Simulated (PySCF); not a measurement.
## Two-component Hartree-Fock for Ir (iridium, neutral)

Start: [Xe] 4f14 5d7 6s2; 5d3/2 filled at m_j = -3/2, -1/2, +1/2, +3/2; 5d5/2 filled at m_j = +1/2, +3/2, +5/2. Calculated with PySCF 2.14 in x2c-TZVPall-2c with one added diffuse shell each of s, p, d type (12s12p11d2f, 117 functions): generalised Hartree-Fock with the X2C-1e Hamiltonian and a Gaussian nucleus; one run each with spin-orbit coupling (SO) switched off, then screened by Boettger's factors.

```json
{"spinor shell": "1s1/2", "electrons": "2", "ε, spin-free (eV)": "-76535.0", "ε, screened SO (eV)": "-76507.9", "weight of nominal j (screened SO)": "1.000", "rms radius, screened SO (bohr)": "0.0197"}
{"spinor shell": "2s1/2", "electrons": "2", "ε, spin-free (eV)": "-13537.0", "ε, screened SO (eV)": "-13528.3", "weight of nominal j (screened SO)": "1.000", "rms radius, screened SO (bohr)": "0.0795"}
{"spinor shell": "2p1/2", "electrons": "2", "ε, spin-free (eV)": "-11768.6", "ε, screened SO (eV)": "-12936.7", "weight of nominal j (screened SO)": "1.000", "rms radius, screened SO (bohr)": "0.0675"}
{"spinor shell": "2p3/2", "electrons": "4", "ε, spin-free (eV)": "-11768.6", "ε, screened SO (eV)": "-11303.4", "weight of nominal j (screened SO)": "1.000", "rms radius, screened SO (bohr)": "0.0752"}
{"spinor shell": "3s1/2", "electrons": "2", "ε, spin-free (eV)": "-3232.5", "ε, screened SO (eV)": "-3229.5", "weight of nominal j (screened SO)": "1.000", "rms radius, screened SO (bohr)": "0.203"}
{"spinor shell": "3p1/2", "electrons": "2", "ε, spin-free (eV)": "-2706.9", "ε, screened SO (eV)": "-2965.1", "weight of nominal j (screened SO)": "1.000", "rms radius, screened SO (bohr)": "0.195"}
{"spinor shell": "3p3/2", "electrons": "4", "ε, spin-free (eV)": "-2706.9", "ε, screened SO (eV)": "-2601.8", "weight of nominal j (screened SO)": "1.000", "rms radius, screened SO (bohr)": "0.210"}
{"spinor shell": "3d3/2", "electrons": "4", "ε, spin-free (eV)": "-2120.2", "ε, screened SO (eV)": "-2165.5", "weight of nominal j (screened SO)": "1.000", "rms radius, screened SO (bohr)": "0.185"}
{"spinor shell": "3d5/2", "electrons": "6", "ε, spin-free (eV)": "-2120.2", "ε, screened SO (eV)": "-2087.3", "weight of nominal j (screened SO)": "1.000", "rms radius, screened SO (bohr)": "0.189"}
{"spinor shell": "4s1/2", "electrons": "2", "ε, spin-free (eV)": "-724.84", "ε, screened SO (eV)": "-723.74", "weight of nominal j (screened SO)": "1.000", "rms radius, screened SO (bohr)": "0.450"}
{"spinor shell": "4p1/2", "electrons": "2", "ε, spin-free (eV)": "-549.43", "ε, screened SO (eV)": "-611.05", "weight of nominal j (screened SO)": "1.000", "rms radius, screened SO (bohr)": "0.456"}
{"spinor shell": "4p3/2", "electrons": "4", "ε, spin-free (eV)": "-549.43", "ε, screened SO (eV)": "-523.94", "weight of nominal j (screened SO)": "1.000", "rms radius, screened SO (bohr)": "0.490"}
{"spinor shell": "4d3/2", "electrons": "4", "ε, spin-free (eV)": "-329.40", "ε, screened SO (eV)": "-338.95", "weight of nominal j (screened SO)": "1.000", "rms radius, screened SO (bohr)": "0.507"}
{"spinor shell": "4d5/2", "electrons": "6", "ε, spin-free (eV)": "-329.40", "ε, screened SO (eV)": "-322.00", "weight of nominal j (screened SO)": "1.000", "rms radius, screened SO (bohr)": "0.519"}
{"spinor shell": "5s1/2", "electrons": "2", "ε, spin-free (eV)": "-115.64", "ε, screened SO (eV)": "-115.34", "weight of nominal j (screened SO)": "1.000", "rms radius, screened SO (bohr)": "1.05"}
{"spinor shell": "4f5/2", "electrons": "6", "ε, spin-free (eV)": "-82.787", "ε, screened SO (eV)": "-84.065", "weight of nominal j (screened SO)": "0.996", "rms radius, screened SO (bohr)": "0.586"}
{"spinor shell": "4f7/2", "electrons": "8", "ε, spin-free (eV)": "-82.787", "ε, screened SO (eV)": "-80.792", "weight of nominal j (screened SO)": "0.997", "rms radius, screened SO (bohr)": "0.587"}
{"spinor shell": "5p1/2", "electrons": "2", "ε, spin-free (eV)": "-67.317", "ε, screened SO (eV)": "-78.601", "weight of nominal j (screened SO)": "0.985", "rms radius, screened SO (bohr)": "1.16"}
{"spinor shell": "5p3/2", "electrons": "4", "ε, spin-free (eV)": "-67.317", "ε, screened SO (eV)": "-62.399", "weight of nominal j (screened SO)": "0.993", "rms radius, screened SO (bohr)": "1.25"}
{"spinor shell": "5d3/2", "electrons": "4", "ε, spin-free (eV)": "-13.342", "ε, screened SO (eV)": "-14.247", "weight of nominal j (screened SO)": "0.731", "rms radius, screened SO (bohr)": "1.79"}
{"spinor shell": "5d5/2", "electrons": "3", "ε, spin-free (eV)": "-13.342", "ε, screened SO (eV)": "-12.162", "weight of nominal j (screened SO)": "0.718", "rms radius, screened SO (bohr)": "1.87"}
{"spinor shell": "6s1/2", "electrons": "2", "ε, spin-free (eV)": "-8.125", "ε, screened SO (eV)": "-8.091", "weight of nominal j (screened SO)": "0.995", "rms radius, screened SO (bohr)": "3.34"}
```

```json
{"quantity": "E (hartree)", "spin-free": "-17814.21306", "screened SO": "-17839.02009"}
{"quantity": "M_J", "spin-free": "9/2", "screened SO": "9/2"}
{"quantity": "⟨J²⟩", "spin-free": "24.774", "screened SO": "24.773"}
{"quantity": "⟨L²⟩", "spin-free": "12.005", "screened SO": "13.025"}
{"quantity": "⟨S²⟩", "spin-free": "3.769", "screened SO": "3.600"}
```

Each row is a mean over spinors that exchange with the open shell spreads, by up to 7.069 eV (5p3/2).

Rows whose weight is well below 1 are mixtures of j = l ± 1/2: exchange outweighs spin-orbit coupling there, and the label is only the starting occupation.

Breit and QED terms are absent; they matter most for the inner s and p1/2 levels.

Densities and radii are taken from the X2C orbitals without a picture-change correction, which distorts them close to the nucleus.

Without spin-orbit coupling the j labels of p, d and f shells carry no meaning; the spin-free column gives the mean over the occupied spinors of each nl shell.
